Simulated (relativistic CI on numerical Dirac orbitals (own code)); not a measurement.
# Energy levels of Ag+

Calculated at this level of theory: Dirac-Coulomb-Breit CI, separate exchange-only KLI orbitals for each configuration, QED by a radiative potential, valence Slater integrals scaled by 0.85, P86 correlation energy added to each configuration (own radial code, finite nucleus).

Configurations in the expansion (outside the closed core [Kr]): 4d¹⁰, 4d⁹5s, 4d⁹5p, 4d⁸5s², 4d⁹6s, 4d⁹5d, 4d⁹6p, 4d⁹4f, 4d⁸5s5p, 4d⁹6d, 4d⁹5f, 4d⁹5g, 4d⁹6f, 4d⁹6g, 4d⁸5s6s. Levels of other configurations are missing.

```tsv
No.	Configuration	Term	J	E (cm⁻¹)	%	Landé g	jj configuration (%)
1	4d¹⁰	¹S	0	0.0	100		closed (100)
2	4d⁹5s	³D	3	40089.1	100	1.334	4d5/2^5 5s (100)
3	4d⁹5s	³D	2	41751.1	82	1.137	4d5/2^5 5s (80)
4	4d⁹5s	³D	1	44473.1	100	0.498	4d3/2^3 4d5/2^6 5s (100)
5	4d⁹5s	¹D	2	47298.0	82	1.029	4d3/2^3 4d5/2^6 5s (80)
6	4d⁹5p	³P°	2	77881.4	94	1.484	4d5/2^5 5p1/2 (66)
7	4d⁹5p	³F°	3	80339.6	60	1.067	4d5/2^5 5p1/2 (92)
8	4d⁹5p	³P°	1	81032.4	91	1.438	4d5/2^5 5p3/2 (55)
9	4d⁹5p	³F°	4	81284.9	99	1.250	4d5/2^5 5p3/2 (99)
10	4d⁹5p	³F°	2	83054.1	58	0.850	4d5/2^5 5p3/2 (43)
11	4d⁹5p	³P°	0	83297.0	99		4d3/2^3 4d5/2^6 5p3/2 (99)
12	4d⁹5p	³D°	3	84128.9	72	1.247	4d5/2^5 5p3/2 (91)
13	4d⁹5p	¹D°	2	84866.9	47	0.894	4d3/2^3 4d5/2^6 5p1/2 (59)
14	4d⁹5p	¹F°	3	86666.7	40	1.103	4d3/2^3 4d5/2^6 5p3/2 (94)
15	4d⁹5p	³D°	1	87862.4	86	0.591	4d3/2^3 4d5/2^6 5p3/2 (69)
16	4d⁹5p	³D°	2	88421.3	61	1.104	4d3/2^3 4d5/2^6 5p3/2 (88)
17	4d⁹5p	¹P°	1	88557.7	89	0.969	4d3/2^3 4d5/2^6 5p1/2 (64)
18	4d⁸5s²	³F	4	99162.4	99	1.248	4d5/2^4 (86)
19	4d⁸5s²	³F	3	103019.6	100	1.083	4d3/2^3 4d5/2^5 (100)
20	4d⁸5s²	³F	2	104757.0	87	0.712	4d3/2^2 4d5/2^6 (37)
21	4d⁸5s²	³P	2	111612.1	53	1.238	4d5/2^4 (68)
22	4d⁹6s	³D	3	115493.0	100	1.334	4d5/2^5 6s (100)
23	4d⁸5s²	³P	1	115688.4	96	1.502	4d3/2^3 4d5/2^5 (96)
24	4d⁸5s²	³P	0	115904.1	94		4d5/2^4 (54)
25	4d⁹6s	¹D	2	115917.9	50	1.084	4d5/2^5 6s (97)
26	4d⁸5s²	¹D	2	116672.9	49	1.212	4d3/2^3 4d5/2^5 (50)
27	4d⁸5s²	¹G	4	118899.8	81	1.003	4d3/2^3 4d5/2^5 (71)
28	4d⁹6s	³D	1	119879.4	99	0.500	4d3/2^3 4d5/2^6 6s (99)
29	4d⁹5d	³S	1	120006.3	74	1.826	4d5/2^5 5d3/2 (50)
30	4d⁹6s	³D	2	120216.0	51	1.086	4d3/2^3 4d5/2^6 6s (98)
31	4d⁹5d	³G	5	120918.2	100	1.200	4d5/2^5 5d5/2 (100)
32	4d⁹5d	¹P	1	121092.3	50	0.988	4d5/2^5 5d5/2 (53)
33	4d⁹5d	³P	2	121201.9	65	1.381	4d5/2^5 5d3/2 (63)
34	4d⁹5d	³G	4	121301.8	54	1.039	4d5/2^5 5d3/2 (85)
35	4d⁹5d	³D	3	121516.0	82	1.286	4d5/2^5 5d5/2 (65)
36	4d⁹5d	¹F	3	121797.0	52	0.990	4d5/2^5 5d3/2 (64)
37	4d⁹5d	¹D	2	121908.2	50	1.022	4d5/2^5 5d5/2 (64)
38	4d⁹5d	³F	4	121985.0	81	1.203	4d5/2^5 5d5/2 (96)
39	4d⁹5d	³P	0	123077.8	87		4d5/2^5 5d5/2 (68)
40	4d⁹5d	³P	1	124928.4	44	1.471	4d3/2^3 4d5/2^6 5d5/2 (66)
41	4d⁸(3F)5s<4F>5p	⁵D°	4	125296.3	91	1.484	4d5/2^4 5s 5p1/2 (62)
42	4d⁹5d	³G	3	125331.0	83	0.795	4d3/2^3 4d5/2^6 5d3/2 (93)
43	4d⁹5d	³D	1	125614.6	73	0.714	4d3/2^3 4d5/2^6 5d3/2 (69)
44	4d⁹5d	¹G	4	125677.9	42	1.057	4d3/2^3 4d5/2^6 5d5/2 (97)
45	4d⁹5d	³D	2	125940.6	46	1.167	4d3/2^3 4d5/2^6 5d5/2 (96)
```

Energies count from the lowest computed level; ° marks odd parity. Percentages are summed over parent terms; the parents shown are those of the largest component, closed shells are left out there, and <> holds an intermediate term. Filled j subshells are mostly left out of the jj labels.

The mean weight of the leading LS term, summed over parents, in these 45 levels is 75 %, and that of the leading jj configuration (from the same eigenvectors) 78 %.

Correlation outside the listed configurations is missing or only estimated: errors of thousands of cm⁻¹ between configurations and terms are usual at this charge. Rates and lifetimes follow the computed energies and can be off by large factors. The fine structure of a lone outer electron comes out too small, for d and f at times inverted, and misplaced configurations move strength between like terms. 14 of the 16 excited levels that our extract of the measured tables holds in this range could be paired (the sources list more); they are missed by 1901 cm⁻¹ on average and 2843 at most, and levels without a partner can miss by more.

LS names give the leading component of a level, which can be under half, so a name can repeat, a term be missing and a line seem to break the LS rules.
